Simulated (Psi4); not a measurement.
tellurium atom (Te), triplet (core potentials on Te); HF/def2-SVP (Psi4).

Input for Psi4:
```
memory 2 GB

molecule {
0 3
  Te    0.00000000    0.00000000    0.00000000
}

set basis def2-svp
set reference uhf

energy('scf')
print_variables()
```

Output, abridged:

```
   => Loading Basis Set <=

    Name: DEF2-SVP
    Role: ORBITAL
    Keyword: BASIS

    !!!  WARNING: ECP capability is in beta. Please check occupations closely.  !!!

         ---------------------------------------------------------
                                   SCF
               by Justin Turney, Rob Parrish, Andy Simmonett
                          and Daniel G. A. Smith
                              UHF Reference
         ---------------------------------------------------------

  ==> Geometry <==

    Molecular point group: d2h
    Geometry (in Angstrom), charge = 0, multiplicity = 3:

       Center              X                  Y                   Z               Mass
    ------------   -----------------  -----------------  -----------------  -----------------
         TE           0.000000000000     0.000000000000     0.000000000000   129.906222748000

  Running in d2h symmetry.

  Rotational constants: A = ************  B = ************  C = ************ [cm^-1]
  Rotational constants: A = ************  B = ************  C = ************ [MHz]
  Nuclear repulsion =    0.000000000000000

  Charge       = 0
  Multiplicity = 3
  Electrons    = 24
  Nalpha       = 13
  Nbeta        = 11

  ==> Algorithm <==

  SCF Algorithm Type is DF.
  DIIS enabled.
  MOM disabled.
  Fractional occupation disabled.
  Guess Type is CORE.
  Energy threshold   = 1.00e-06
  Density threshold  = 1.00e-06
  Integral threshold = 1.00e-12

  ==> Primary Basis <==

  Basis Set: DEF2-SVP
    Blend: DEF2-SVP
    Number of shells: 10
    Number of basis functions: 26
    Number of Cartesian functions: 28
    Spherical Harmonics?: true
    Max angular momentum: 2

  Core potential: DEF2-SVP
    Number of shells: 4
    Number of ECP primitives: 18
    Number of ECP core electrons: 28
    Max angular momentum: 3

   => Loading Basis Set <=

    Name: (DEF2-SVP AUX)
    Role: JKFIT
    Keyword: DF_BASIS_SCF

  ==> Integral Setup <==

  SCF_SUBTYPE=INCORE selected. In-core MEM_DF algorithm will be used.
  Using in-core AOs.

  ==> MemDFJK: Density-Fitted J/K Matrices <==

    J tasked:                   Yes
    K tasked:                   Yes
    wK tasked:                   No
    Algorithm:                 Core
    Schwarz Cutoff:           1E-12
    Mask sparsity (%):       0.0000
    Fitting Condition:        1E-10

   => Auxiliary Basis Set <=

  Basis Set: (DEF2-SVP AUX)
    Blend: DEF2-UNIVERSAL-JKFIT
    Number of shells: 46
    Number of basis functions: 218
[...]

  ==> Post-Iterations <==

   @Spin Contamination Metric:   7.358139288E-03
   @S^2 Expected:                2.000000000E+00
   @S^2 Observed:                2.007358139E+00
   @S   Expected:                1.000000000E+00
   @S   Observed:                1.000000000E+00

    Orbital Energies [Eh]
    ---------------------

    Alpha Occupied:

[...]
       2B2u   -0.341051

    Alpha Virtual:

[...]
       8Ag    52.918210

    Beta Occupied:

[...]
    Beta Virtual:

[...]
    Final Occupation by Irrep:
             Ag   B1g   B2g   B3g    Au   B1u   B2u   B3u
    DOCC [     4,    1,    1,    1,    0,    1,    2,    1 ]
    SOCC [     0,    0,    0,    0,    0,    1,    0,    1 ]
    NA   [     4,    1,    1,    1,    0,    2,    2,    2 ]
    NB   [     4,    1,    1,    1,    0,    1,    2,    1 ]

  @DF-UHF Final Energy:  -266.99681481220409

   => Energetics <=

    Nuclear Repulsion Energy =              0.0000000000000000
    One-Electron Energy =                -466.7332266779164911
    Two-Electron Energy =                 199.7364118657123981
    Total Energy =                       -266.9968148122040930

  UHF NO Occupations:
  HONO-2 :    4 Ag 1.9967147
  HONO-1 :    2B1u 1.0000000
  HONO-0 :    2B3u 1.0000000
  LUNO+0 :    5 Ag 0.0032853
  LUNO+1 :    6 Ag 0.0001102
  LUNO+2 :    2B2g 0.0001102
  LUNO+3 :    3B2u 0.0001076

Computation Completed

Properties will be evaluated at   0.000000,   0.000000,   0.000000 [a0]

Properties computed using the SCF density matrix

 Multipole Moments:

 ------------------------------------------------------------------------------------
     Multipole            Electronic (a.u.)      Nuclear  (a.u.)        Total (a.u.)
 ------------------------------------------------------------------------------------

 L = 1.  Multiply by 2.5417464519 to convert [e a0] to [Debye]
 Dipole X            :          0.0000000            0.0000000            0.0000000
 Dipole Y            :          0.0000000            0.0000000            0.0000000
 Dipole Z            :          0.0000000            0.0000000            0.0000000
 Magnitude           :                                                    0.0000000

 ------------------------------------------------------------------------------------

  Variable Map:
  ----------------------------------------------------------------------------
[...]
  Array Variable Map:
  ----------------------------------------------------------------------------
[...]
[...]
```
